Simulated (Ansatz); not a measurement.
`[CH3][AlH][AlH][F]` + H₂Te → `[CH3][AlH][TeH]` + `[F][AlH2]` at 600 K and 1 bar (cleavage of the Al–Al bond).

Isolated molecules relaxed with PBE0-D4/def2-TZVP in Ansatz; ΔE leaves out vibrations. CBS: MP2 limit from def2 TZ/QZ plus the TZ coupled-cluster correction, frozen cores. This one scheme is used for every species. def2 core potentials past Kr. For Te outer-core shells are correlated without core-valence functions, which leaves a few kJ/mol of doubt a bond. One conformer a species, not always the lowest.

```json
{"species": "`[CH3][AlH][AlH][F]`", "CCSD(T)/CBS energy (Eh)": "-624.94366", "H − E (kJ/mol)": "197.1", "S (J/(mol·K))": "468.8"}
{"species": "H₂Te", "CCSD(T)/CBS energy (Eh)": "-268.91024", "H − E (kJ/mol)": "52.9", "S (J/(mol·K))": "255.0"}
{"species": "`[CH3][AlH][TeH]`", "CCSD(T)/CBS energy (Eh)": "-550.83681", "H − E (kJ/mol)": "182.0", "S (J/(mol·K))": "417.8"}
{"species": "`[F][AlH2]`", "CCSD(T)/CBS energy (Eh)": "-343.06661", "H − E (kJ/mol)": "68.4", "S (J/(mol·K))": "279.9"}
```

H − E and S are ideal-gas, rigid-rotor, harmonic terms from PBE0-D4/def2-TZVP, for one conformer and one mirror image of each species. 1 Eh = 2625.50 kJ/mol, R = 8.31446 J/(mol·K).

Problem. By hand: ΔE, ΔH, ΔS and ΔG.

Solution. ΔE = (-550.83681) + (-343.06661) − (-624.94366) − (-268.91024) = -0.04952 Eh = -130.0 kJ/mol. Δ(H − E) = 182.0 + 68.4 − 197.1 − 52.9 = 0.4, so ΔH = -129.6 kJ/mol. ΔS = 417.8 + 279.9 − 468.8 − 255.0 = -26.1 J/(mol·K). ΔG = -129.6 − 600 × (-26.1)/1000 = -113.9 kJ/mol.

Problem. By hand: the equilibrium constant, and the temperature at which ΔG would vanish if ΔH and ΔS stayed fixed.

Solution. log₁₀ K = −ΔG/(RT ln 10) = 9.9. ΔG = 0 at ΔH/ΔS = 4966 K, far beyond where these terms or the molecules hold.

ΔH outweighs TΔS. A doubt of 5 kJ/mol in ΔE shifts log₁₀ K by 0.4 here. Other conformers and mirror images would add mixing entropy, several J/(mol·K) or more a flexible species. Modes under 60 cm⁻¹, often nearly free rotors, make the harmonic entropy too high. These are equilibria of isolated gas molecules and say nothing of rates. Largest T1 diagnostic: 0.012 (customary marks: 0.02 for closed shells, 0.045 for open ones).
